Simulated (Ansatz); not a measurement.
This geometry of AlH3O3 + CH4 (12 atoms, charge 0, multiplicity 1) is a first-order saddle point.

All numbers below come from UKS BLYP-D4/6-31G* (Ansatz 0.2.0).

```xyz
12
Properties=species:S:1:pos:R:3
Al 0.663 0.032 0.199
O 0.020 1.611 -0.638
O 1.200 0.172 1.839
O 1.665 -0.822 -0.929
H -0.834 0.750 -0.580
C -1.376 -0.572 -0.077
H 0.355 1.685 -1.561
H 0.857 0.898 2.392
H 2.498 -1.190 -0.580
H -2.261 -0.115 0.396
H -1.119 -1.429 0.582
H -1.667 -1.018 -1.043
```

(1) Which two structures does it join? (They come from a converged band through this point; their orientation in space is the band's.)

(2) How far does it lie above each of them?

## Answers

(1) Bonds broken: H5–C6. Bonds formed: Al1–C6, O2–H5. AlH3O3 + CH4 becomes CH7AlO3.

Initial state:

```xyz
12
Properties=species:S:1:pos:R:3
Al 1.163 0.447 0.061
O 0.641 1.983 -0.525
O 1.234 0.150 1.759
O 1.722 -0.751 -1.046
H -1.652 0.388 -0.458
C -1.690 -0.650 -0.088
H 0.669 2.127 -1.491
H 0.962 0.876 2.353
H 2.070 -1.583 -0.672
H -2.733 -1.003 -0.107
H -1.312 -0.688 0.946
H -1.073 -1.296 -0.733
```

Final state:

```xyz
12
Properties=species:S:1:pos:R:3
Al 0.401 -0.060 0.274
O 0.130 1.614 -0.896
O 1.224 0.409 1.737
O 1.556 -0.473 -1.020
H -0.692 1.542 -1.430
C -1.387 -0.894 0.252
H 0.867 1.225 -1.462
H 0.697 0.534 2.548
H 2.476 -0.653 -0.747
H -2.166 -0.272 0.730
H -1.379 -1.860 0.789
H -1.728 -1.113 -0.777
```

(2) 144.9 kJ/mol above the first and 74.1 kJ/mol above the second. This is the barrier of this one path; another mechanism may lie lower. The orbitals stay closed-shell, which can raise the energy where a bond breaks towards radicals; this wasn't checked here.

Time of the run: 9.5 min on 2 threads of Arm Neoverse N1, with other jobs on the host, peak memory 0.29 GiB.
